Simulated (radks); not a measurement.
Values are calculated unless marked as measured or tabulated.
Question: The mean radii <r> (bohr) of the occupied orbitals of an atom or ion are listed with their occupations. Code: a radial shooting solver on a logarithmic mesh with Libxc functionals. Model: non-relativistic Kohn-Sham, exchange-only B88, spin-unpolarised, spherical densities, point nucleus.

orbital  occ.     <r>
1s          2  0.3263

Name the element and its charge.

Answer: Z = 5, boron, charge +3: B3+ in [He]. The 1s radius gives Z: for a bare nucleus <r> = 1.5/Z, 0.3 bohr for Z = 5, and screening makes it slightly larger (0.3263 here). The occupations add up to 2, and the charge is Z minus that.
